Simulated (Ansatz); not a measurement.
The same ligand exchange along the group B, Al, Ga, In.

Calculated with Ansatz (gas phase, PBE0-D4/def2-TZVP geometries, no zero-point term in ΔE). CCSD(T)/CBS is the MP2 limit (def2-TZVPP, def2-QZVPP) plus CCSD(T) − MP2 in def2-TZVPP, frozen cores. This one scheme is used for every species. DFT in def2-TZVPP. def2 core potentials past Kr. For Ga, In outer-core shells are correlated without core-valence functions, which leaves a few kJ/mol of doubt a bond. Scalar relativity is left out up to krypton.

| reaction | LDA (SPW92) (kcal/mol) |
| --- | --- |
| `B[SiH2]F` + `O[SiH3]` → `BO[SiH3]` + `F[SiH3]` | -38.6 |
| `F[SiH2][AlH2]` + `O[SiH3]` → `[AlH2][O][SiH3]` + `F[SiH3]` | -36.3 |
| `F[SiH2][GaH2]` + `O[SiH3]` → `[SiH3][O][GaH2]` + `F[SiH3]` | -15.2 |
| `F[SiH2][InH2]` + `O[SiH3]` → `[SiH3][O][InH2]` + `F[SiH3]` | -6.0 |

Q: Give the CCSD(T)/CBS values in the same order. (Estimate.)

A: Ansatz gave: -39.2, -42.1, -19.8, -12.5 kcal/mol.

Largest T1 diagnostic: 0.015, for `[SiH3][O][InH2]`.
